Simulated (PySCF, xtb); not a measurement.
C2H6FNSi, SMILES F[Si]N(C)C (connectivity only; charge and spin as stated), neutral, multiplicity 1. One conformer was computed; it need not be the lowest.

Harmonic wavenumbers (cm⁻¹) from xtb with GFN2-xTB at its own minimum, in rising order: 92, 156, 187, 227, 292, 338, 393, 692, 700, 1035, 1058, 1087, 1129, 1206, 1314, 1416, 1427, 1474, 1484, 1499, 1511, 2901, 2906, 2931, 2939, 3025, 3057.

Task: What does PySCF with PBE0-D3(BJ)/def2-SVP give at its own minimum? (Estimate from the structure and the level; the computed values follow.)

Result: 141, 215, 228, 254, 315, 340, 406, 687, 829, 1023, 1083, 1105, 1166, 1264, 1320, 1421, 1448, 1448, 1470, 1471, 1500, 3011, 3018, 3084, 3091, 3125, 3182. Paired by order, the mean absolute difference is 50 cm⁻¹ and the zero-point energies are 52.1 and 53.8 kcal/mol.
